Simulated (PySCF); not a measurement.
Radial density of Xe(48+) (xenon, charge +48)

UHF, [He] 2s2 2p2, high-spin 3P determinant. All numbers are calculated (PySCF 2.14, no relativity, point nucleus, in an even-tempered Gaussian basis (17 s from 24 bohr⁻², ratio 2.2; 10 p from 31 bohr⁻², ratio 2.2; 5 d from 120 bohr⁻², ratio 2.4; 5 f from 170 bohr⁻², ratio 2.4; 4 g from 260 bohr⁻², ratio 2.4)).

```csv
r (bohr),4πr²ρ (e/bohr),4πr²(ρα − ρβ)
0.000477,0.2985,0.0000
0.000802,0.8156,0.0000
0.00135,2.175,0.0001
0.00227,5.571,0.0007
0.00382,13.33,0.0055
0.00642,28.46,0.0386
0.0108,50.09,0.2447
0.0182,63.90,1.3257
0.0305,49.80,5.5234
0.0514,31.36,14.9161
0.0864,38.65,19.5359
0.145,19.49,7.5853
0.244,1.154,0.3814
0.411,0.002585,0.0007
```

A non-relativistic calculation at this Z misses sizeable relativistic shifts. Spin-orbit coupling is strong in this species (close to jj coupling), so the high-spin LS determinant is a model state, not a physical level.
